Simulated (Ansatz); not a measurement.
Program: Ansatz. Geometries: PBE0-D4/def2-TZVP. ΔE: electronic, gas phase. CBS: MP2 limit from def2 TZ/QZ plus the TZ coupled-cluster correction, frozen cores. Functionals use def2-TZVPP. B3LYP here is the variant with VWN-RPA as its local correlation; programs differ in this. HSE06 is defined as in plane-wave codes. def2 core potentials past Kr. For Hf, V outer-core shells are correlated without core-valence functions, which leaves a few kJ/mol of doubt a bond. Scalar relativity is left out up to krypton. One conformer a species, not always the lowest.

`[NH2][Hf]([F])([F])[Cl]` + `[NH]=[V]([NH2])([OH])[Cl]` → `[NH2][Hf]([F])([Cl])[Cl]` + `[NH]=[V]([NH2])([OH])[F]`  (redistribution)

```tsv
level	ΔE (kJ/mol)	difference from CCSD(T)/CBS
LDA (SPW92)	16.2	-5.5
PBE-D4	17.0	-4.7
revPBE-D4	18.2	-3.5
BLYP-D4	18.8	-2.9
r2SCAN-D4	15.1	-6.6
B97M-V	14.7	-7.0
PBE0-D4	16.5	-5.2
B3LYP-D4	17.9	-3.8
r2SCANh-D4	15.2	-6.5
HSE06-D4	16.5	-5.2
BHLYP-D4	15.4	-6.3
CAM-B3LYP-D4	16.5	-5.2
ωB97X-V	15.3	-6.4
ωB97M-V	16.4	-5.3
B2PLYP	28.0	6.3
PBE-QIDH	27.2	5.5
PBE	16.4	-5.3
revPBE	16.5	-5.2
BLYP	17.3	-4.4
r2SCAN	15.0	-6.7
PBE0	16.0	-5.7
r2SCANh	15.1	-6.6
r2SCAN0	15.1	-6.6
HSE06	16.0	-5.7
BHLYP	15.1	-6.6
CAM-B3LYP	16.0	-5.7
RPA@PBE/def2-TZVPP	18.2	-3.5
HF/def2-SVP	11.1	-10.6
MP2/def2-SVP	35.7	14.0
CCSD(T)/def2-SVP	20.9	-0.8
HF/def2-TZVPP	8.7	-13.0
MP2/def2-TZVPP	43.2	21.5
SCS-MP2/def2-TZVPP	37.4	15.7
CCSD/def2-TZVPP	18.1	-3.6
CCSD(T)/def2-TZVPP	21.1	-0.6
HF/def2-QZVPP	9.2	-12.5
MP2/def2-QZVPP	43.8	22.1
SCS-MP2/def2-QZVPP	37.8	16.1
MP2/CBS(def2)	43.9	22.2
CCSD/CBS(def2)	18.7	-3.0
CCSD(T)/CBS	21.7	0
```

Largest T1 diagnostic among the species: 0.030, so the coupled-cluster value is less sure than usual.

Leaving LDA and LC-ωPBE aside and taking each functional with its dispersion term where it has one, the values spread over 13.3 kJ/mol, from B97M-V to B2PLYP. In def2-TZVPP, CCSD(T) changes the Hartree–Fock value by +12.4 kJ/mol (the triples alone add +3.0 kJ/mol) and MP2 by +34.5 kJ/mol.
